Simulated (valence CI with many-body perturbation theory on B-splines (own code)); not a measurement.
## Which ion has this spectrum?

A relativistic CI+MBPT calculation for an atom or ion with 23 electrons gives these levels (cm⁻¹):

```
   J  Parity       E     g
 5/2    even       0  1.56
 5/2    even  119139  1.25
 7/2    even  189379  1.14
 3/2    even  195714  1.26
11/2    even  199124  1.14
 9/2    even  221872  1.15
 5/2    even  231363  1.14
 1/2    even  241133  1.87
 7/2    even  270506  1.12
 5/2    even  304496  1.22
 3/2    even  330054  0.80
 7/2    even  338651  1.21
11/2    even  345046  1.06
 9/2    even  359030  1.14
```

The energies are calculated, and their last digits are not significant.

(1) Which is it?
A. La34+
B. Cs32+
C. Pm38+
D. Ce35+

Results:

(1) D. Ce35+, ground level (3d3/2^4 3d5/2) J=5/2.
